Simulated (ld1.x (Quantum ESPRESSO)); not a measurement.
**Reading a pseudo-wave (tin)**

Columns: radius, all-electron u(r) and pseudo u(r) of the 5p shell (level -3.71 eV) of tin in the configuration [Kr] 4d10 5s2 5p2; PBEsol, scalar-relativistic, RRKJ scheme, ld1.x (Quantum ESPRESSO) 7.5.

```json
{"r (bohr)": "0.105", "all-electron": "0.0545", "pseudo": "-0.0038"}
{"r (bohr)": "0.210", "all-electron": "-0.1469", "pseudo": "-0.0146"}
{"r (bohr)": "0.315", "all-electron": "-0.1150", "pseudo": "-0.0311"}
{"r (bohr)": "0.420", "all-electron": "0.0398", "pseudo": "-0.0512"}
{"r (bohr)": "0.525", "all-electron": "0.1781", "pseudo": "-0.0731"}
{"r (bohr)": "0.630", "all-electron": "0.2486", "pseudo": "-0.0952"}
{"r (bohr)": "0.735", "all-electron": "0.2508", "pseudo": "-0.1168"}
{"r (bohr)": "0.840", "all-electron": "0.2032", "pseudo": "-0.1384"}
{"r (bohr)": "0.945", "all-electron": "0.1258", "pseudo": "-0.1611"}
{"r (bohr)": "1.050", "all-electron": "0.0344", "pseudo": "-0.1865"}
{"r (bohr)": "1.155", "all-electron": "-0.0601", "pseudo": "-0.2165"}
{"r (bohr)": "1.260", "all-electron": "-0.1510", "pseudo": "-0.2518"}
{"r (bohr)": "1.365", "all-electron": "-0.2347", "pseudo": "-0.2927"}
{"r (bohr)": "1.470", "all-electron": "-0.3092", "pseudo": "-0.3380"}
{"r (bohr)": "1.575", "all-electron": "-0.3740", "pseudo": "-0.3855"}
{"r (bohr)": "1.680", "all-electron": "-0.4292", "pseudo": "-0.4323"}
{"r (bohr)": "1.785", "all-electron": "-0.4752", "pseudo": "-0.4756"}
{"r (bohr)": "1.890", "all-electron": "-0.5129", "pseudo": "-0.5129"}
{"r (bohr)": "1.995", "all-electron": "-0.5429", "pseudo": "-0.5429"}
{"r (bohr)": "2.100", "all-electron": "-0.5661", "pseudo": "-0.5661"}
{"r (bohr)": "2.205", "all-electron": "-0.5832", "pseudo": "-0.5832"}
{"r (bohr)": "2.310", "all-electron": "-0.5950", "pseudo": "-0.5950"}
{"r (bohr)": "2.415", "all-electron": "-0.6021", "pseudo": "-0.6021"}
{"r (bohr)": "2.520", "all-electron": "-0.6051", "pseudo": "-0.6051"}
{"r (bohr)": "2.625", "all-electron": "-0.6046", "pseudo": "-0.6046"}
{"r (bohr)": "2.730", "all-electron": "-0.6010", "pseudo": "-0.6010"}
```

Q: How many radial nodes do the two functions have?

A: The all-electron 5p function has n − l − 1 = 3; the pseudo-wave has 0, since the states of the same l below it are removed with the core.

Q: At about which radius was the pseudo-wave matched?

A: 1.90 bohr. The columns agree to 0.0005 from 1.78 bohr on; several derivatives are matched, so the curves merge somewhat inside the radius.

Q: Is the pseudo-wave norm-conserving?

A: Yes: the RRKJ scheme keeps the norm inside the radius equal to the all-electron one, which fixes the energy derivative of the logarithmic derivative at the level.
